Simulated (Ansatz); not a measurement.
Two structures of SiH3Cl3O, singlet, reached by relaxing down either side of one saddle point (PBE0-D4/def2-TZVP). Energies are electronic, without zero-point energy. Ansatz 0.2.0; basis: def2-TZVPP and def2-QZVPP; cores frozen in the correlated methods. Extrapolation: Hartree–Fock as exp(−7.88 √X), correlation as X^−2.97. First:

Si1  (-0.964, 0.449, -0.495)
H2  (-1.300, -0.015, 0.852)
Cl3  (-0.326, -1.082, -1.679)
Cl4  (-2.641, 1.229, -1.352)
Cl5  (0.444, 1.922, -0.454)
H6  (1.940, -0.151, 1.230)
O7  (1.258, -0.827, 1.234)
H8  (1.589, -1.525, 0.664)
(Å)

Second:

```
8
angstrom
Si -0.1483 -0.1752 -1.0257
H -0.3162 1.2035 2.8318
Cl 0.1491 -1.1459 -2.7844
Cl -2.1215 -0.0540 -0.6293
Cl 0.6400 1.6875 -1.2017
H -0.1917 0.5991 2.4113
O 0.5207 -0.9800 0.2076
H 1.4678 -1.1350 0.1904
```

Q: Which bonds change from the first to the second?

A: SiHCl₃ ([Cl][SiH]([Cl])[Cl]) + H₂O → SiHCl₃O ([OH][Si]([Cl])([Cl])[Cl]) + H₂; bonds formed: Si1–O7, H2–H6; bonds broken: Si1–H2, H6–O7.

Q: Give the saddle point's structure and its height above each. (An estimate is asked for; the value comes from the calculation.)

A: Computed: 168.1 kJ/mol above the first and 241.0 kJ/mol above the second (CCSD(T) at an estimated basis limit (MP2 extrapolated from triple and quadruple zeta, plus CCSD(T) − MP2 in triple zeta)).
Si1  (-0.329, 0.230, -0.344)
H2  (-0.393, 0.753, 1.245)
Cl3  (0.103, -0.834, -2.097)
Cl4  (-2.370, 0.119, -0.368)
Cl5  (0.549, 2.019, -0.834)
H6  (0.352, -0.084, 1.365)
O7  (0.612, -0.932, 0.654)
H8  (1.476, -1.270, 0.377)
(Å)

No T1 diagnostic of these runs exceeds 0.011.

Labels in which every atom is bracketed show which atoms are joined, not bond orders.

For scale, one of the runs: CCSD(T)/def2-TZVPP, 241 basis functions, launched by `ansatz run in.yaml --threads 8 --pin off --events-out ev --progress --plain --max-ram 19148MiB`. Time: 48 s of wall clock on 8 CPU threads of an AMD EPYC 7B13; the host was shared. Peak host memory: 4.3 GiB.
